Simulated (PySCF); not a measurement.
Cartesian coordinates in Å; atom numbers follow the order of the lines, from 1:
```xyz
21

C     3.684    1.135    0.823
C     2.468    0.284    0.714
C     1.519    0.388   -0.224
P     0.115   -0.742   -0.163
C     0.034   -1.491   -1.816
O     0.193   -1.729    0.965
C    -1.347    0.319   -0.056
C    -2.180    0.125    0.974
P    -3.779    0.942    1.261
H     4.596    0.517    0.781
H     3.708    1.652    1.797
H     3.736    1.891    0.026
H     2.329   -0.502    1.470
H     1.574    1.148   -1.014
H    -0.040   -0.727   -2.605
H    -0.845   -2.150   -1.857
H     0.942   -2.092   -1.971
H    -1.514    1.099   -0.809
H    -1.920   -0.685    1.672
H    -3.500    1.426    2.576
H    -3.489    2.181    0.613
```

PySCF calculation with σ from GIAO-CAM-B3LYP/pcSseg-1 and geometry from PBE0-D3(BJ)/def2-SVP; rapidly exchanging positions averaged, non-relativistic, gas phase, one computed conformer.

List the cross peaks expected in HSQC, COSY and HMBC spectra.

## Answers



HSQC (one-bond C–H):
```tsv
δH	δC
7.34 (H19)	156.6 (C8)
7.06 (H13)	160.5 (C2)
6.13 (H18)	143.3 (C7)
5.60 (H14)	133.5 (C3)
1.94 (H10/H11/H12)	22.2 (C1)
1.18 (H15/H16/H17)	19.7 (C5)
```

COSY cross peaks (H two or three bonds apart, from the bond graph; peaks can be absent where the dihedral angle is near 90°):
```tsv
δH	δH
7.34 (H19)	6.13 (H18)
7.34 (H19)	3.87 (H20/H21)
7.06 (H13)	5.60 (H14)
7.06 (H13)	1.94 (H10/H11/H12)
```

HMBC (two and three bonds, from the bond graph):
```tsv
δH	δC
7.34 (H19)	143.3 (C7)
7.06 (H13)	133.5 (C3), 22.2 (C1)
6.13 (H18)	156.6 (C8), 133.5 (C3), 19.7 (C5)
5.60 (H14)	160.5 (C2), 143.3 (C7), 22.2 (C1), 19.7 (C5)
3.87 (H20/H21)	156.6 (C8), 143.3 (C7)
1.94 (H10/H11/H12)	160.5 (C2), 133.5 (C3)
1.18 (H15/H16/H17)	143.3 (C7), 133.5 (C3)
```

Referencing at the same level of theory: TMS for 1H (σref 31.33) and 13C (σref 182.45).

Short H···H contacts in this conformer between protons four or more bonds apart (candidates for NOE cross peaks, intensity ∝ r⁻⁶): H12···H14 2.51 Å, H18···H21 2.66 Å.

Shifts are as computed, not scaled to solution data. Of 1313 compounds with measured shifts, 239 miss one by over three times the rms of a fit or turn the order of signals round; such compounds aren't used in these exercises.
